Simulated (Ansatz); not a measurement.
Coupled-cluster run, C2H5BClFO, SMILES `CC(O)(F)BCl`.

```yaml
crystal:
  periodic: [false, false, false]
  atoms:
    - {symbol: C, position_ang: [-0.137119, -0.710492, 0.939661]}
    - {symbol: C, position_ang: [0.339066, -0.044383, -0.338573]}
    - {symbol: O, position_ang: [1.426219, 0.778485, -0.137611]}
    - {symbol: F, position_ang: [0.717685, -1.081095, -1.208006]}
    - {symbol: B, position_ang: [-0.857935, 0.747723, -1.023115]}
    - {symbol: Cl, position_ang: [-1.172132, 2.394649, -0.600845]}
    - {symbol: H, position_ang: [0.675362, -1.323335, 1.343688]}
    - {symbol: H, position_ang: [-0.989355, -1.365342, 0.750528]}
    - {symbol: H, position_ang: [-0.417817, 0.043501, 1.676483]}
    - {symbol: H, position_ang: [2.078429, 0.307249, 0.392992]}
    - {symbol: H, position_ang: [-1.597206, 0.196139, -1.774502]}
basis:
  gaussian: {orbitals: def2-TZVPP}
correlation: {method: ccsd_t}
```

```sh
$ ansatz run in.yaml --threads 4 --pin off --events-out ev --progress --plain --max-ram 10444MiB
```

Log, shortened:

```
Functional definition: HF
1631 factors; integrals over basis functions are off by at most 8.8e-4 eV
mean field evaluation 1: about -20058.8107 eV, gradient 4.0e1 eV
mean field evaluation 2: about -20059.0795 eV, gradient 4.0e1 eV
mean field evaluation 4: about -20062.7345 eV, gradient 4.4e0 eV
mean field evaluation 8: about -20062.8023 eV, gradient 2.8e-1 eV
mean field -20062.80270893 eV, -737.2944004971 hartree, gradient 4.9e-6 eV, S^2 0.000000; 0 other end points of the search recorded, 0 dependent functions left out
10 core orbitals not correlated: weight in the atoms' cores, before any rotation towards them, 1.000 or more for the frozen orbitals, at most 0.000 for the correlated occupied ones
reference -20062.80270893 eV, -737.2944004971 hartree; 18, 18 occupied and 239, 239 virtual orbitals, 1631 factors
second order -30.27840748 eV of doubles, -0.00000000 eV of singles
cycle   1  -30.66735964 eV  change   -3.9e-1 eV  update   1.1e-1
cycle   2  -31.33164742 eV  change   -6.6e-1 eV  update   3.2e-2
cycle   3  -31.48304519 eV  change   -1.5e-1 eV  update   1.7e-2
cycle   4  -31.46788486 eV  change    1.5e-2 eV  update   4.5e-3
cycle   5  -31.46502242 eV  change    2.9e-3 eV  update   2.2e-3
cycle   6  -31.46626745 eV  change   -1.2e-3 eV  update   8.1e-4
cycle   7  -31.46587924 eV  change    3.9e-4 eV  update   2.8e-4
cycle   8  -31.46574669 eV  change    1.3e-4 eV  update   8.8e-5
cycle   9  -31.46578807 eV  change   -4.1e-5 eV  update   3.4e-5
cycle  10  -31.46579823 eV  change   -1.0e-5 eV  update   1.1e-5
perturbative correction -1.20231469 eV, -0.0441842499 hartree
Total energy: -20095.47082185 eV, -738.4949315037 hartree
```

Run time 5.5 min (4 threads of an Arm Neoverse V1 on a shared host); peak host memory 7.2 GiB.

Correlation energy per correlated electron: -0.907 eV. T1 diagnostic: 0.0121.
